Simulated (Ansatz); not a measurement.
`B/C=C(/C)F` + H₂ → `B/C=C/C` + H–F  (hydrogenolysis of a C–F bond)

Computed with Ansatz on PBE0-D4/def2-TZVP structures; ΔE is electronic, products minus reactants. CCSD(T)/CBS adds triple-zeta CCSD(T) − MP2 to the extrapolated MP2 energy (def2 sets, frozen cores). This one scheme is used for every species. Double bonds are as drawn, so ΔE can hold a change between cis and trans. DFT in def2-TZVPP. B3LYP here is the variant with VWN-RPA as its local correlation; programs differ in this.

```json
{"level": "LDA (SPW92)", "ΔE (kJ/mol)": "-50.2", "difference from CCSD(T)/CBS": "29.6"}
{"level": "PBE-D4", "ΔE (kJ/mol)": "-57.7", "difference from CCSD(T)/CBS": "22.1"}
{"level": "r2SCAN-D4", "ΔE (kJ/mol)": "-54.6", "difference from CCSD(T)/CBS": "25.2"}
{"level": "B97M-V", "ΔE (kJ/mol)": "-59.0", "difference from CCSD(T)/CBS": "20.8"}
{"level": "B3LYP-D4", "ΔE (kJ/mol)": "-63.7", "difference from CCSD(T)/CBS": "16.1"}
{"level": "r2SCANh-D4", "ΔE (kJ/mol)": "-58.6", "difference from CCSD(T)/CBS": "21.2"}
{"level": "BHLYP-D4", "ΔE (kJ/mol)": "-70.6", "difference from CCSD(T)/CBS": "9.2"}
{"level": "CAM-B3LYP-D4", "ΔE (kJ/mol)": "-62.5", "difference from CCSD(T)/CBS": "17.3"}
{"level": "B2PLYP", "ΔE (kJ/mol)": "-70.1", "difference from CCSD(T)/CBS": "9.7"}
{"level": "r2SCAN", "ΔE (kJ/mol)": "-54.9", "difference from CCSD(T)/CBS": "24.9"}
{"level": "RPA@PBE/def2-TZVPP", "ΔE (kJ/mol)": "-70.3", "difference from CCSD(T)/CBS": "9.5"}
{"level": "SCS-MP2/def2-TZVPP", "ΔE (kJ/mol)": "-77.7", "difference from CCSD(T)/CBS": "2.1"}
{"level": "MP2/def2-QZVPP", "ΔE (kJ/mol)": "-81.9", "difference from CCSD(T)/CBS": "-2.1"}
{"level": "HF/CBS(def2)", "ΔE (kJ/mol)": "-79.4", "difference from CCSD(T)/CBS": "0.4"}
{"level": "MP2/CBS(def2)", "ΔE (kJ/mol)": "-83.5", "difference from CCSD(T)/CBS": "-3.7"}
{"level": "CCSD/CBS(def2)", "ΔE (kJ/mol)": "-83.3", "difference from CCSD(T)/CBS": "-3.5"}
{"level": "CCSD(T)/CBS", "ΔE (kJ/mol)": "-79.8", "difference from CCSD(T)/CBS": "0"}
```

Largest T1 diagnostic among the species: 0.012.

From PBE to PBE0 (25 % exact exchange), in def2-TZVPP and without D4, ΔE moves by −9.0 kJ/mol. Leaving LDA and LC-ωPBE aside and taking each functional with its dispersion term where it has one, the values, not all of them listed here, spread over 20.1 kJ/mol, from PBE-QIDH to r2SCAN-D4. LDA lies +8.8 kJ/mol from PBE without D4.
